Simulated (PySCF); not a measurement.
Trends in electronic spectra. Method: TDDFT B3LYP/def2-SVPD, vertical, gas phase, core orbitals frozen in the response (PySCF). Geometries: PBE0-D3(BJ)/def2-SVP; one conformer of each isolated species. Triplets are in the Tamm–Dancoff approximation. Atoms past krypton carry core potentials; spin–orbit coupling is left out.

Question: Rank by computed HOMO–LUMO gap, highest first.
A. `C[N](C)[SbH2]`
B. `NC1=C(Br)N=C(Br)C=N1`
C. `[AsH2]CC[AsH2]`
D. `FP(F)[P]([SiH3])[GeH3]`

Answer: C (6.62 eV), D (5.76 eV), A (5.14 eV), B (4.53 eV).

```json
{"SMILES": "[AsH2]CC[AsH2]", "gap (eV)": "6.62", "S1 (eV)": "5.83", "first f ≥ 0.01 (nm)": "213", "α (au)": "90.6", "f (S1)": "0.086", "S1 mainly": "H→L (96%)"}
{"SMILES": "FP(F)[P]([SiH3])[GeH3]", "gap (eV)": "5.76", "S1 (eV)": "4.71", "first f ≥ 0.01 (nm)": "234", "α (au)": "117.2", "f (S1)": "0.008", "S1 mainly": "H→L (90%)"}
{"SMILES": "[H][Sb]([H])[N](C)C", "gap (eV)": "5.14", "S1 (eV)": "4.10", "first f ≥ 0.01 (nm)": "303", "α (au)": "80.5", "f (S1)": "0.013", "S1 mainly": "H→L (98%)"}
{"SMILES": "Nc1ncc(Br)nc1Br", "gap (eV)": "4.53", "S1 (eV)": "4.00", "first f ≥ 0.01 (nm)": "310", "α (au)": "120.7", "f (S1)": "0.111", "S1 mainly": "H→L (96%)"}
```

H and L stand for HOMO and LUMO.
